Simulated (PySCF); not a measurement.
## Radial density of Ce(44+) (cerium, charge +44)

UHF, [Ne] 3s2 3p2, high-spin 3P determinant. All numbers are calculated (PySCF 2.14, the spin-free X2C one-electron Hamiltonian (Gaussian nucleus), in an even-tempered Gaussian basis (18 s from 8.8 bohr⁻², ratio 2.5; 12 p from 11 bohr⁻², ratio 2.5; 4 d from 46 bohr⁻², ratio 2.7; 4 f from 69 bohr⁻², ratio 2.7)).

```tsv
r (bohr)	4πr²ρ (e/bohr)	4πr²(ρα − ρβ)
0.0193	74.99	0.7658
0.0325	62.70	2.4016
0.0546	79.39	3.8917
0.0918	79.68	0.7737
0.154	28.04	3.9066
0.260	20.28	9.4842
0.437	2.039	0.9829
0.735	0.005952	0.0023
```

Densities and radii are taken from the X2C orbitals without a picture-change correction, which distorts them close to the nucleus.

Spin-orbit coupling is strong in this species (close to jj coupling), so the high-spin LS determinant is a model state, not a physical level.
